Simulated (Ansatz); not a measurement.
Job for Ansatz (a program for electronic structure): R-PBE0/def2-TZVPP on BH4NO2 (SMILES NB(O)O), a point of a torsion scan.

Ansatz 0.2 input:
```yaml
crystal:
  periodic: [false, false, false]
  atoms:
    - {symbol: N, position_ang: [1.15633572, -0.14295439, 0.09834707]}
    - {symbol: B, position_ang: [-0.21145468, 0.18219458, -0.08154655]}
    - {symbol: O, position_ang: [-1.19799014, -0.76511673, -0.18816046]}
    - {symbol: O, position_ang: [-0.56844830, 1.49458638, -0.09967204]}
    - {symbol: H, position_ang: [1.76017644, 0.48620489, 0.59364613]}
    - {symbol: H, position_ang: [1.45930324, -1.09728624, 0.18821971]}
    - {symbol: H, position_ang: [-0.89941033, -1.67177914, -0.18249539]}
    - {symbol: H, position_ang: [-1.50759770, 1.61317421, -0.23602428]}
basis:
  gaussian:
    orbitals: def2-TZVPP
hamiltonian:
  xc: {name: PBE0}
scf: {lower_state_search: off}
```

The head of its log:

```
WARN ansatz: RAYON_NUM_THREADS=1 ignored (pool sized by the plan → 1); use --threads N
Functional definition: PBE0
these checks for a lower state are left out or cut short: stability, starts, cluster_reference, orbital_swaps, neighbouring_geometries, increment
integrals: 0.07 GiB planned
862 factors; their error is unknown
mean field: 0.70 GiB planned
mean field evaluation 1: about -6314.4335 eV, gradient 8.1e1 eV
mean field evaluation 2: about -6305.6089 eV, gradient 1.1e2 eV
```

Task: Give the final energy of this run.

Result: -232.4541 hartree.
